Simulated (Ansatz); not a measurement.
Reactions of `OC=N[AsH2]`.

Isolated molecules relaxed with PBE0-D4/def2-TZVP in Ansatz; ΔE leaves out vibrations. CBS: MP2 limit from def2 TZ/QZ plus the TZ coupled-cluster correction, frozen cores. This one scheme is used for every species, atoms too. For atomizations the MP2-based limit and the directly extrapolated one differ by several kJ/mol either way, and by 10 to 25 for some Ge, Se and Sn compounds, so smaller differences from it don't rank the levels. Double bonds are as drawn, so ΔE can hold a change between cis and trans. Open shells (•) are unrestricted, without spin–orbit coupling. Spin–orbit coupling would lower the free atoms: a little for C, O. For As outer-core shells are correlated without core-valence functions, so the limit isn't a true one: a few kJ/mol of doubt a bond, and 10 to 20 or more in all where bonds break to atoms. Scalar relativity is left out up to krypton. Each species was taken in one conformer, which may not be the lowest.

**Question.** Order these by ΔE at CCSD(T)/CBS, lowest first. (Estimate.)
A. `O/C=N/[AsH2]` + H₂O → `O[AsH2]` + `N=CO`
B. `O/C=N/[AsH2]` + `N[SiH2]C=O` → `N[SiH]([AsH2])C=O` + `N=CO`
C. `O/C=N/[AsH2]` + `N[SiH3]` → `[SiH3]N[AsH2]` + `N=CO`
D. `O/C=N/[AsH2]` → As• + C• + 4 H• + N• + O•

**Answer.** B (-69.0 kJ/mol), C (-5.2 kJ/mol), A (+4.8 kJ/mol), D (+2738.9 kJ/mol).

Largest T1 diagnostic: 0.014, for `N[SiH2]C=O`.
